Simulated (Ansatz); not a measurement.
C₄H₆F₄ (`FCC(F)CC(F)F`), relaxed with RKS PBE0-D4/def2-TZVP in Ansatz 0.2.0 from a PBE-D4/def2-SVP geometry. The force threshold is 0.005 eV/Å; the program also tests the step.

Total charge 0; spin multiplicity 1.

Start:

```xyz
14

F     1.565   -1.682    1.995
C     0.698   -0.647    1.707
C     0.393   -0.602    0.222
F    -0.353   -1.734   -0.125
C    -0.391    0.639   -0.181
C    -0.721    0.659   -1.663
F    -1.423    1.793   -1.963
F     0.441    0.675   -2.394
H     1.158    0.317    2.022
H    -0.249   -0.794    2.276
H     1.349   -0.649   -0.345
H     0.193    1.556    0.044
H    -1.343    0.693    0.389
H    -1.316   -0.224   -1.985
```

```
        step  energy (eV)  largest force (eV/Å)  largest move (Å)
           1  -15104.6020                 0.550             0.000
           2  -15104.6542                 0.160             0.025
           3  -15104.6598                 0.040             0.014
           4  -15104.6601                 0.015             0.007
           5  -15104.6605                 0.016             0.021
6 (rejected)  -15104.6549                 0.222             0.033
           7  -15104.6606                 0.002             0.014
           8  -15104.6607                 0.005             0.016
```

End:

```xyz
14

F     1.542   -1.666    1.987
C     0.697   -0.624    1.690
C     0.377   -0.612    0.220
F    -0.387   -1.731   -0.082
C    -0.399    0.624   -0.177
C    -0.702    0.658   -1.652
F    -1.437    1.763   -1.939
F     0.456    0.749   -2.360
H     1.190    0.312    1.971
H    -0.220   -0.746    2.275
H     1.304   -0.695   -0.356
H     0.172    1.525    0.065
H    -1.346    0.661    0.368
H    -1.246   -0.219   -2.011
```

Run time 43 s (2 threads of an AMD EPYC 7R13 on a shared host and a share of an NVIDIA H100 80 GB); peak host memory 0.88 GiB.
